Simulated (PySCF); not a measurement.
Compound: chloropentafluoroethane, C2ClF5.
SMILES: `C(C(Cl)(F)F)(F)(F)F`

Method used: PySCF, TDDFT CAM-B3LYP/def2-SVPD, vertical, gas phase, core orbitals frozen in the response. Isolated species at its GFN2-xTB geometry, gas phase. Torsions of this conformer, `[F:1][C:2]([F:3])([F:4])[C:5]([F:6])([F:7])[Cl:8]`: F1–C2–C5–F6 59°.

| state | E (eV) | E (kJ/mol) | λ (nm) | f | \|μ\| (D) | symmetry | main configurations (H = HOMO, L = LUMO) |
| --- | --- | --- | --- | --- | --- | --- | --- |
| S1 | 7.72 | 745 | 160.6 | 0.0003 | 0.09 | – | H→L (94%) |
| S2 | 7.73 | 746 | 160.5 | 0.0027 | 0.30 | A′ | H-1→L (93%) |
| S3 | 9.70 | 936 | 127.9 | 0.106 | 1.69 | A′ | H-2→L (74%), H→L+2 (10%) |
| S4 | 9.89 | 954 | 125.4 | 0.074 | 1.40 | A″ | H→L+1 (74%), H→L+3 (12%), H→L+4 (9%) |
| S5 | 9.92 | 958 | 124.9 | 0.081 | 1.46 | A′ | H-1→L+1 (71%), H-1→L+4 (11%), H-1→L+3 (9%) |
| S6 | 10.16 | 980 | 122.1 | 0.0025 | 0.26 | A″ | H-1→L+2 (66%), H-1→L+5 (28%) |
| S7 | 10.40 | 1003 | 119.3 | 0.080 | 1.42 | A′ | H→L+2 (45%), H→L+5 (26%), H-2→L (10%) |
| S8 | 10.80 | 1042 | 114.8 | 0.0047 | 0.34 | A″ | H→L+4 (27%), H→L+6 (23%), H→L+3 (17%) |

Triplets (Tamm–Dancoff): T1 6.84 eV, H→L (91%); T2 6.87 eV, H-1→L (90%); T3 8.49 eV, H-2→L (79%).

The lowest singlet comes at 161 nm (745 kJ/mol) in the vacuum ultraviolet; it is dark (f under 0.0005); its leading configuration is HOMO→LUMO (94%). The strongest level in the table is S3 at 9.70 eV (128 nm, f = 0.106). S1/S2 lie within about 0.01 eV of each other. Löwdin shares by element: HOMO (one of a set within 0.03 eV) chlorine 84%, fluorine 9% or more, carbon 6% or more; LUMO chlorine 62%, carbon 25% or more. Weighted by f, the mean energy of these states is 9.95 eV. Orbital energies (eV): HOMO-3 -14.33, HOMO-2 -12.95, HOMO-1 -11.74, HOMO -11.73, LUMO 0.41, LUMO+1 1.27, LUMO+2 1.95. Of the 8 states listed, 4 reach f = 0.01 and 1 stays under 0.0005. Symmetry labels in Cs follow from the direction of the transition dipole and are given only for states with f of 0.002 or more. Only the lowest 8 singlets were computed, as vertical energies without vibronic structure.
